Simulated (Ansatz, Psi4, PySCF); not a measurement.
silanone (H$_{2}$OSi), singlet, at a GFN2-xTB geometry. Base run: CAMB3LYP/def2-SVPD run with PySCF.

Here is a job for PySCF.
```python
from pyscf import gto, scf, dft

mol = gto.Mole()
mol.atom = '''
    Si    0.06685327   -0.42675674    0.00274181
    O    -0.16591088    1.05908930   -0.00680439
    H    -0.98465592   -1.43401683   -0.00031696
    H     1.37599714   -1.06410322    0.01636676
'''
mol.basis = 'def2-svpd'
mol.verbose = 4
mol.build()

mf = dft.RKS(mol)
mf.xc = 'camb3lyp'
mf.kernel()
```

The same geometry, method and basis name were run in Ansatz (a first-principles code) and Psi4 and PySCF, at each program's defaults and at the settings that a row names. The base is PySCF at its defaults. Differences at the defaults can come from grids, fitting, cores and function types together.

| code and settings | ΔE vs base (mEh) | basis functions | E (Eh) | SCF cycles | dipole (D) |
|---|---|---|---|---|---|
| PySCF, defaults (exact integrals, its default grid, spherical functions) | 0.000 | 63 | -365.73027 | 9 | 3.91 |
| Psi4, defaults (density fitting with its default set, its default grid, spherical functions) | -0.042 | 63 | -365.73031 | 8 | 3.91 |
| Ansatz, defaults (factorised integrals, its default grid, spherical functions) | 0.014 | 63 | -365.73025 | - | - |
| PySCF, density fitting with def2-universal-jkfit | -0.038 | 63 | -365.73031 | 9 | 3.91 |
| PySCF, fine grid | 0.000 | 63 | -365.73027 | 9 | 3.91 |
| Psi4, exact integrals, spherical functions, fine grid | 0.000 | 63 | -365.73027 | 11 | 3.91 |
| Ansatz, high accuracy | 0.000 | 63 | -365.73027 | - | - |
